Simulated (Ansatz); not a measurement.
Computed with Ansatz on PBE0-D4/def2-TZVP structures; ΔE is electronic, products minus reactants. CCSD(T)/CBS is the MP2 limit (def2-TZVPP, def2-QZVPP) plus CCSD(T) − MP2 in def2-TZVPP, frozen cores. DFT in def2-TZVPP. HSE06 is defined as in plane-wave codes. One conformer a species, not always the lowest.

Consider the redistribution: `NCO[SiH2][AlH2]` + `C=C(F)BO` → `C=[C]([AlH2])BO` + `NCO[SiH2]F`.

(1) Is it downhill or uphill in electronic energy at CCSD(T)/CBS, and by how much? (An estimate is asked.)

(2) What do these levels give: PBE-D4, r2SCAN-D4, PBE-QIDH, revPBE, r2SCAN, r2SCANh, HSE06, CAM-B3LYP, RPA@PBE/def2-TZVPP, HF/def2-SVP, SCS-MP2/def2-TZVPP, MP2/def2-QZVPP? (Best estimate.)

(3) What do rigid-rotor, harmonic-oscillator terms from PBE0-D4/def2-TZVP frequencies (298.15 K, 1 bar) make of the CCSD(T)/CBS value? (Estimate.)

Largest T1 diagnostic among the species: 0.014.

Answers

(1) The calculation gave: Downhill: ΔE = -236.4 kJ/mol.

(2) Computed: PBE-D4 -195.1, r2SCAN-D4 -218.1, PBE-QIDH -230.3, revPBE -192.3, r2SCAN -217.8, r2SCANh -221.0, HSE06 -206.2, CAM-B3LYP -224.8, RPA@PBE/def2-TZVPP -227.0, HF/def2-SVP -221.2, SCS-MP2/def2-TZVPP -248.2, MP2/def2-QZVPP -256.9 kJ/mol.

(3) Ansatz gave: ΔZPE = +3.1 kJ/mol, ΔH = -234.0 kJ/mol, ΔS = -6 J/(mol·K), ΔG = -232.2 kJ/mol. Modes under 50 cm⁻¹ make the entropy rough.

From PBE to PBE0 (25 % exact exchange), in def2-TZVPP and without D4, ΔE moves by −13.2 kJ/mol. Leaving LDA and LC-ωPBE aside and taking each functional with its dispersion term where it has one, the values, not all of them listed here, spread over 39.4 kJ/mol, from BHLYP-D4 to PBE-D4.
